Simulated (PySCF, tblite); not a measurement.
C₄H₁₃NOSi.
Z-matrix (Å and degrees, GFN2-xTB geometry), rows numbered from 1:
```
C 
C   1  1.5201
O   2  1.4077  1  109.05
C   3  1.4116  2  113.51  1   179.99
Si  4  1.9004  3  106.86  2   177.57
N   5  1.7124  4  105.01  3    57.93
C   6  1.4431  5  123.66  4   179.82
H   1  1.0866  2  110.00  3   179.10
H   1  1.0866  2  109.78  3    58.75
H   1  1.0867  2  109.94  3   -60.57
H   2  1.1029  1  110.36  3  -120.65
H   2  1.1030  1  110.45  3   120.62
H   4  1.0978  3  110.12  2    57.45
H   4  1.0982  3  110.09  2   -59.87
H   5  1.4732  4  108.34  3   -67.54
H   5  1.4688  4  110.15  3   173.38
H   6  1.0101  5  116.91  4   -32.57
H   7  1.0954  6  112.70  5    84.59
H   7  1.0917  6  110.18  5  -154.10
H   7  1.0876  6  108.62  5   -35.10
```

Computed, not measured: PBE0/pcSseg-1 in PySCF (dipole) on a GFN2-xTB geometry, gas phase.

Take the most abundant isotopes and a rigid rotor. The values belong to one conformer with, in the numbering `[CH3:1][CH2:2][O:3][CH2:4][SiH2:5][NH:6][CH3:7]`, C1–C2–O3–C4 180°, C2–O3–C4–Si5 178°, O3–C4–Si5–N6 58°, C4–Si5–N6–C7 180°.

Give the principal moments of inertia and the rotational constants in MHz.

Ia = 120.97, Ib = 562.95, Ic = 647.44 u·Å²; 505379 MHz·u·Å²/I gives A = 4178, B = 897.7, C = 780.6 MHz.

What kind of rotor is it?

A near-prolate asymmetric top; Ray's κ = -0.931.

What does the inertial defect say?

Not planar: Δ = Ic − Ia − Ib = -36.49 u·Å². For a rigid frame Δ = −2 Σ m c², so Σ m c² = 18.24 u·Å² lies off the ab plane: 10.89 from hydrogen and 7.35 from heavier atoms. The atom farthest from that plane is 1.75 Å away.

Give the other two planar moments, Paa and Pbb, and the rms extents of the mass along the axes.

Paa = Σ m a² = (Ib + Ic − Ia)/2 = 544.71 and Pbb = Σ m b² = (Ia + Ic − Ib)/2 = 102.73 u·Å². With the mass M = 119.08 u, the rms extents √(P/M) along a, b and c are 2.14, 0.93, 0.39 Å.

Give the coordinates in the principal-axis frame, origin at the centre of mass.

The sense of each axis is arbitrary; atoms in the order of the calculation.
| atom | mass (u) | a (Å) | b (Å) | c (Å) |
| --- | --- | --- | --- | --- |
| C1 | 12.000 | 3.319 | -1.092 | -0.283 |
| C2 | 12.000 | 2.584 | 0.117 | 0.275 |
| O3 | 15.995 | 1.228 | 0.040 | -0.095 |
| C4 | 12.000 | 0.454 | 1.122 | 0.377 |
| Si5 | 27.977 | -1.308 | 0.870 | -0.287 |
| N6 | 14.003 | -1.791 | -0.663 | 0.305 |
| C7 | 12.000 | -3.080 | -1.254 | 0.039 |
| H8 | 1.008 | 4.372 | -1.040 | -0.020 |
| H9 | 1.008 | 3.219 | -1.116 | -1.364 |
| H10 | 1.008 | 2.893 | -2.005 | 0.124 |
| H11 | 1.008 | 3.026 | 1.048 | -0.117 |
| H12 | 1.008 | 2.669 | 0.146 | 1.374 |
| H13 | 1.008 | 0.870 | 2.071 | 0.015 |
| H14 | 1.008 | 0.490 | 1.161 | 1.474 |
| H15 | 1.008 | -1.280 | 1.037 | -1.751 |
| H16 | 1.008 | -2.215 | 1.871 | 0.290 |
| H17 | 1.008 | -1.068 | -1.360 | 0.411 |
| H18 | 1.008 | -3.111 | -1.787 | -0.917 |
| H19 | 1.008 | -3.345 | -1.953 | 0.834 |
| H20 | 1.008 | -3.825 | -0.462 | 0.008 |

List the rotational levels J(Ka,Kc) to J = 4 (K).

Above 0(0,0), as E/k:
J = 1: 1(0,1) 0.081, 1(1,1) 0.238, 1(1,0) 0.244
J = 2: 2(0,2) 0.241, 2(1,2) 0.393, 2(1,1) 0.410, 2(2,1) 0.883, 2(2,0) 0.883
J = 3: 3(0,3) 0.483, 3(1,3) 0.627, 3(1,2) 0.660, 3(2,2) 1.124, 3(2,1) 1.125, 3(3,1) 1.925, 3(3,0) 1.925
J = 4: 4(0,4) 0.803, 4(1,4) 0.937, 4(1,3) 0.993, 4(2,3) 1.446, 4(2,2) 1.448, 4(3,2) 2.248, 4(3,1) 2.248, 4(4,1) 3.369, 4(4,0) 3.369
Those of J = 1 are B + C, A + C and A + B.

Which lines would a microwave search look for?

The dipole components are |μa| = 0.76 D, |μb| = 0.28 D, |μc| = 0.47 D. The squared components, which scale the intensities, stand as 1.00 : 0.13 : 0.39 (a : b : c). Some lines, for components of 0.1 D or more:

```csv
type,branch,"J(Ka,Kc)",MHz,lower level (cm⁻¹)
a,R,"1(0,1) ← 0(0,0)",1678,0.000
a,Q,"5(1,4) ← 5(1,5)",1756,0.921
c,Q,"4(1,4) ← 4(0,4)",2791,0.558
c,Q,"2(1,2) ← 2(0,2)",3166,0.168
b,Q,"2(1,1) ← 2(0,2)",3517,0.168
b,Q,"3(1,2) ← 3(0,3)",3703,0.335
a,R,"3(1,3) ← 2(1,2)",4857,0.273
a,R,"3(2,1) ← 2(2,0)",5047,0.614
a,R,"4(1,4) ← 3(1,3)",6473,0.435
b,R,"2(1,2) ← 1(0,1)",6520,0.056
a,R,"5(2,4) ← 4(2,3)",8385,1.005
b,Q,"2(2,0) ← 2(1,1)",9843,0.285
b,Q,"3(2,2) ← 3(1,3)",10369,0.435
b,Q,"5(2,4) ← 5(1,5)",10906,0.921
b,R,"2(2,1) ← 1(1,0)",13314,0.169
b,R,"2(2,0) ← 1(1,1)",13434,0.165
b,Q,"4(3,2) ← 4(2,3)",16703,1.005
b,Q,"5(3,3) ← 5(2,4)",16720,1.285
c,R,"3(3,1) ← 2(2,1)",21730,0.613
b,Q,"5(4,2) ← 5(3,3)",23362,1.843
b,R,"4(3,2) ← 3(2,1)",23399,0.782
b,R,"4(4,0) ← 3(3,1)",30084,1.338
```

Estimate the classical rotational partition function at 10 K, 50 K and 200 K.

Point group C1, symmetry number σ = 1; q = (√π/σ)·√((kT/h)³/(ABC)), k/h = 20836.6 MHz/K: 3120 at 10 K, 34800 at 50 K, 279000 at 200 K.

Its GFN2-xTB frequencies are all real (lowest 34 cm⁻¹). Zero-point vibration and centrifugal distortion are left out. A rigid rotor knows nothing of inversion at nitrogen or internal rotation, which can split or shift real lines. Quadrupole hyperfine structure (14N) is left out.

Hardware: one thread of an Arm Neoverse N1, shared host with 64 logical CPUs at a one-minute load of 61. Cost: 55 s, 0.84 GiB resident at most. This is the PBE0/pcSseg-1 job that gave the dipole, with the shieldings it also computed.
